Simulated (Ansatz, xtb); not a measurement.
**GeH2OSi: which of two structures lies lower**

Structure X: a singlet given by its coordinates. Structure Y: a singlet given by its coordinates. Both are isolated molecules in the gas phase, relaxed with PBE0-D4/def2-TZVP.

X (Å):

```xyz
5

Ge    1.4478   -1.0586    0.1462
O    -1.3333   -2.3384    2.3507
Si   -0.1934   -2.0266    1.4084
H     1.2906   -0.6863    1.7586
H    -0.0788   -0.4027    0.1956
```

Close contacts (Å): Ge1–Si3 2.29, O2–Si3 1.51, Ge1–H4 1.66, Ge1–H5 1.66, Si3–H4 2.03, Si3–H5 2.03.

Y (Å):

```xyz
5

Ge   -0.2082   -2.0539    0.6836
O    -0.3158   -0.4343   -0.0581
Si   -0.2156    0.9700   -0.8841
H    -0.2076   -1.4843    2.1858
H    -1.7325    1.2105   -1.0363
```

Close contacts (Å): Ge1–O2 1.78, O2–Si3 1.63, Ge1–H4 1.61, Si3–H5 1.54.

Quicker runs give these differences E(Y) − E(X): GFN2-xTB +11.4 kJ/mol; HF/STO-3G −128.1 kJ/mol (at GFN2-xTB geometries); r2SCAN-D4/def2-SVP +11.5 kJ/mol (at GFN2-xTB geometries).

Question: Estimate E(Y) − E(X) at the level CCSD(T)/def2-TZVPP.

Answer: Calculated at CCSD(T)/def2-TZVPP: E(Y) − E(X) = −11.9 kJ/mol, so structure Y lies lower.

The same difference at several levels:

```csv
level,geometry,E(Y) − E(X) (kJ/mol),departure from the last row (kJ/mol),"job, with rough time for the two"
GFN2-xTB,GFN2-xTB,+11.4,+23.2,"optimisation, 0.23 s"
HF/STO-3G,GFN2-xTB,−128.1,−116.2,"single point, 0.26 s"
r2SCAN-D4/def2-SVP,GFN2-xTB,+11.5,+23.4,"single point, 2.1 s"
PBE0-D4/def2-TZVP,PBE0-D4/def2-TZVP,+5.8,+17.7,"optimisation, 46 s"
HF/def2-TZVPP,PBE0-D4/def2-TZVP,−102.8,−91.0,part of the CCSD(T) run
MP2/def2-TZVPP,PBE0-D4/def2-TZVP,+11.3,+23.2,part of the CCSD(T) run
CCSD(T)/def2-TZVPP,PBE0-D4/def2-TZVP,−11.9,,"single point, 47 s"
```

GFN2-xTB, r2SCAN-D4/def2-SVP, PBE0-D4/def2-TZVP, MP2/def2-TZVPP put the two in the other order. The largest departure from CCSD(T)/def2-TZVPP is that of HF/STO-3G, 116.2 kJ/mol.

With harmonic frequencies from PBE0-D4/def2-TZVP (ideal gas, rigid rotor, one conformer each, 600 K, 1 atm): on the last row, ΔE + ΔZPE = −11.3, ΔH = −10.8, ΔG = −15.3 kJ/mol.

The T1 diagnostic of structure X is large, so the coupled-cluster value is less sure. The correlated steps freeze 15 core orbitals; the filled d shell of Ge is correlated, in a basis made for valence electrons. Mirror images aren't counted in ΔG. Programs: Ansatz 0.2.0, xtb 6.7.1; the last row on 2 threads of Arm Neoverse V1 on a shared host.
